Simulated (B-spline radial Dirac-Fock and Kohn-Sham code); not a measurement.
# How the binding energies of Ho⁵⁷⁺ add up

System: the Ho⁵⁷⁺ ion, 1s2 2s2 2p6; nuclear rms radius 5.2022 fm (A = 165).

Calculated with an atomic code on a B-spline grid, using Dirac-Fock energy differences between relaxed states, corrected for Breit and QED terms. Correlation and solid-state effects are left out. Energies are counted from the vacuum level.

All terms are in eV, carry their sign (relaxation lowers the binding energy) and add up to the binding energy; ⟨r⟩ is the mean radius of the orbital in the initial state.

```
  subshell  −ε (Koopmans)  relaxation    Gaunt  retardation     QED  binding energy  ⟨r⟩ (bohr)
    K (1s)        60607.3      -22.61  -172.87        13.78  -86.28         60339.3       0.021
   L1 (2s)        13823.2       -2.50   -18.24         1.02  -12.65         13790.9       0.086
L2 (2p1/2)        13410.2       -4.02   -32.16         3.24    0.04         13377.3       0.072
L3 (2p3/2)        12517.5       -3.09   -21.88         4.41   -1.28         12495.6       0.078
```

For the deepest level, K (1s), the Breit terms make up -0.264 % of the binding energy, QED -0.143 % and orbital relaxation -0.037 %.

Spin-orbit splittings: 2p 881.7 eV.

Going to the tabulated ground configuration of the next ion removes an electron from L3 (2p3/2), computed at 12495.6 eV. NIST lists 12495 ± 6 eV as the ionisation energy of this species (theoretical), -0.60 eV from the computed value, within the stated uncertainty.
